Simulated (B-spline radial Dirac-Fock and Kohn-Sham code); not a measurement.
These are calculated numbers from a radial finite-basis atomic code; the model is the Dirac equation of a negative muon with reduced mass in the field of a spherical finite nucleus, with the Uehling potential to all orders; nuclear polarisation, deformation, hyperfine structure, self-energy, higher-order vacuum polarisation, relativistic recoil and electron screening are left out. The nuclear charge is a Fermi distribution (skin thickness 2.3 fm).

Question: A muonic atom of atomic mass 212.99 u emits these computed lines: 2p3/2 → 1s1/2 5996 keV, 3d5/2 → 2p3/2 2550 keV, 4f7/2 → 3d5/2 961.5 keV, 5g9/2 → 4f7/2 442.2 keV. Which element is it, and what rms charge radius was used?

Answer: Bismuth (Z = 83, nuclide ²¹³Bi); the high transitions hardly feel the nucleus and fix Z. The 2p → 1s line lies 10620 keV below the value for a point nucleus without QED, which for this nuclear model gives a radius near 5.56 fm (5.5586 fm was used).
